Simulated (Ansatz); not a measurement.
Reaction (formal exchange of groups at the Si–N bond): `O[SiH2]/N=C/F` + `C=[N][SbH2]` → `C=[N][SbH][SiH2]O` + `N=CF`

Gas-phase electronic energies from Ansatz, PBE0-D4/def2-TZVP geometries. CCSD(T)/CBS is the MP2 limit (def2-TZVPP, def2-QZVPP) plus CCSD(T) − MP2 in def2-TZVPP, frozen cores. This one scheme is used for every species. Functionals use def2-TZVPP. def2 core potentials past Kr. For Sb outer-core shells are correlated without core-valence functions, which leaves a few kJ/mol of doubt a bond. One conformer a species, not always the lowest.

| level | ΔE (kJ/mol) |
| --- | --- |
| PBE0 | 40.0 |
| MP2/def2-QZVPP | 46.3 |
| HF/CBS(def2) | 67.6 |
| CCSD/CBS(def2) | 44.7 |

Problem. What does CCSD(T)/CBS give? (Estimate.)

Solution. The calculation gave: +42.1 kJ/mol. The listed levels differ from it by -2.1, 4.2, 25.5, 2.6 kJ/mol.

Largest T1 diagnostic among the species: 0.015.

In def2-TZVPP, CCSD(T) changes the Hartree–Fock value by −19.3 kJ/mol (the triples alone add −2.6 kJ/mol) and MP2 by −17.6 kJ/mol. The D4 term adds −6.8 kJ/mol with B3LYP and −4.1 kJ/mol with PBE0; it sums over pairs of atoms, weighted by their polarisabilities, and B3LYP, whose exchange is more repulsive, gets the larger term. From PBE to PBE0 (25 % exact exchange), in def2-TZVPP and without D4, ΔE moves by +4.3 kJ/mol.

B3LYP here is the variant with VWN-RPA as its local correlation; programs differ in this.
